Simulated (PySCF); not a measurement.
SMILES C=C/C=C\c1ccccc1 (C₁₀H₁₀) (GFN2-xTB optimised geometry):

```
20

C     -4.146    -1.392    -2.151
C     -2.956    -1.110    -1.628
C     -2.289    -1.967    -0.676
C     -1.168    -1.677    -0.001
C     -0.451    -0.406     0.000
C     -1.116     0.819     0.043
C     -0.405     2.005     0.052
C      0.979     1.991     0.022
C      1.652     0.780     0.000
C      0.945    -0.406     0.000
H     -4.617    -0.751    -2.877
H     -4.697    -2.273    -1.861
H     -2.427    -0.218    -1.936
H     -2.732    -2.947    -0.546
H     -0.714    -2.454     0.603
H     -2.194     0.837     0.103
H     -0.934     2.947     0.089
H      1.532     2.919     0.026
H      2.732     0.762    -0.012
H      1.472    -1.350    -0.017
```

Method: CAM-B3LYP/def2-SVP (PySCF 2.14.0).

**Question.** What are the frontier orbital energies and the dipole moment?

**Answer.** HOMO-2 -8.92 eV, HOMO-1 -8.53 eV, HOMO -7.36 eV, LUMO -0.04 eV, LUMO+1 1.08 eV; dipole moment 0.22 D.

Meta-Löwdin charges at CAM-B3LYP/def2-SVP: C1 -0.22, C2 -0.09, C3 -0.10, C4 -0.11, C5 0.01, C6 -0.11, C7 -0.10, C8 -0.10, C9 -0.10, C10 -0.11, H11 0.11, H12 0.10, H13 0.11, H14 0.10, H15 0.10, H16 0.11, H17 0.10, H18 0.10, H19 0.10, H20 0.10.
